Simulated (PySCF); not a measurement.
## Electron correlation in Bi⁻ (bismuth, charge -1)

[Xe] 4f14 5d10 6s2 6p4, high-spin 3P determinant. All numbers are calculated (PySCF 2.14, a scalar-relativistic core potential, in aug-cc-pVTZ-PP with ECP60MDF). Frozen: 5s2 5p6 5d10; 6 electrons correlated.

MP2 pair energies summed by pair of shells (mhartree):

```json
{"pair": "6p-6p", "energy": "-35.22", "share (%)": "46.4"}
{"pair": "6s-6p", "energy": "-33.30", "share (%)": "43.8"}
{"pair": "6s-6s", "energy": "-7.43", "share (%)": "9.8"}
```

Total MP2 correlation energy: -75.95 mhartree.

Same-spin part -18.28 and opposite-spin part -57.67 mhartree; SCS-MP2 scales them by 1/3 and 6/5 to -75.30 mhartree.

Spin-orbit coupling is strong in this species, so the high-spin LS determinant is a model state.
